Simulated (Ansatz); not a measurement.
A structure relaxed at PBE0-D4/def2-TZVP, charge 0, multiplicity 1:

Cartesian coordinates in Å:
```
C -1.407 0.356 -0.072
B -0.009 -0.331 0.038
O 0.096 -1.666 0.185
C 1.332 0.523 -0.024
Se 2.919 -0.221 0.097
H -2.236 -0.348 0.012
H -1.496 0.886 -1.027
H -1.522 1.125 0.701
H 1.031 -1.930 0.235
H 1.294 1.606 -0.144
```

(1) Give its formula and SMILES.

(2) Point group (tolerance 0.08 Å, 0.16 Å for H)?

(3) Summarise the bond lengths by kind.

## Answers

(1) C2H5BOSe, `CB(O)C=[Se]`.

(2) Cs.

(3) 2 × B–C 1.561 to 1.591 Å; 4 × C–H 1.090 to 1.096 Å; 1 × B–O 1.347 Å; 1 × H–O 0.973 Å; 1 × C–Se 1.757 Å.

All numbers were calculated with Ansatz.
